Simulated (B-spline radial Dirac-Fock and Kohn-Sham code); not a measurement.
**Energy-loss ionisation edge M2 (3p1/2) of Ru**

System: the free ruthenium atom, configuration [Kr] 4d7 5s1. Calculated with a radial finite-basis atomic code, using the first Born approximation with generalised oscillator strengths from a Dirac-Hartree-Slater potential (longitudinal and transverse terms; continuum final states only, so no white lines or fine structure). The edge is taken at 483.3 eV (tabulated value).

Edge shape dσ/dE in barn per eV:

```csv
E − edge (eV),"80 kV, 100 mrad","100 kV, 10 mrad","200 kV, 20 mrad"
1,12.7,5.41,6.30
3,13.5,5.88,6.79
6,14.3,6.30,7.24
10,14.9,6.64,7.63
15,15.6,6.89,7.95
20,16.3,7.01,8.21
30,18.0,6.99,8.60
40,19.1,6.80,8.72
50,19.6,6.55,8.64
65,19.5,6.17,8.37
80,19.0,5.82,8.01
100,18.1,5.37,7.50
125,17.0,4.84,6.86
150,15.8,4.35,6.25
200,13.6,3.54,5.21
250,11.7,2.89,4.34
300,10.0,2.36,3.63
```

For the first setting the maximum lies 50 eV above the edge. The intensity 300 eV above the edge is 51 % of the maximum.
